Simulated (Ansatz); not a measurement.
Molecule: CH₃F₃Ge, charge 0, multiplicity 1. SMILES: [CH3][Ge]([F])([F])[F]
Geometry from a B3LYP-D3(BJ)/def2-TZVP (Ansatz, a first-principles code) optimisation:
```
Ge
F 1 1.7246
F 1 1.7246 2 105.44
F 1 1.7246 2 105.44 3 -111.27
C 1 1.9236 2 113.25 3 124.36
H 5 1.0882 1 109.06 2 60.00
H 5 1.0882 6 109.88 1 119.50
H 5 1.0882 6 109.88 7 121.00
```

Computed values are from Ansatz. Correlated levels leave the core frozen unless marked. UHF or UKS for open shells. Spin-orbit coupling is left out. Frozen are the shells of the preceding noble gas and the d and f shells that filled before the atom's block. Non-relativistic. CBS(X,Y): correlation extrapolated as X^-3; Hartree-Fock from the larger set. [CCSD(T)-MP2]/basis is that difference in the basis named.

Question: What is the vertical ionisation energy (to the doublet) at RI-MP2/CBS(aug-cc-pVTZ,aug-cc-pVQZ)+[CCSD(T)-MP2]/aug-cc-pVTZ?

Answer: 13.36 eV.

Question: What is the dipole moment at CCSD(T)/aug-cc-pVDZ?

Answer: 3.69 D.

Question: What is the atomisation energy De at CCSD(T)/CBS(aug-cc-pVTZ,aug-cc-pVQZ)?

Answer: 3093.0 kJ/mol.

Question: What is the vertical triplet-singlet gap at RI-MP2/CBS(aug-cc-pVTZ,aug-cc-pVQZ)+[CCSD(T)-MP2]/aug-cc-pVTZ?

Answer: 8.51 eV.

Question: What is the T1 diagnostic at CCSD/aug-cc-pVQZ?

Answer: 0.012.
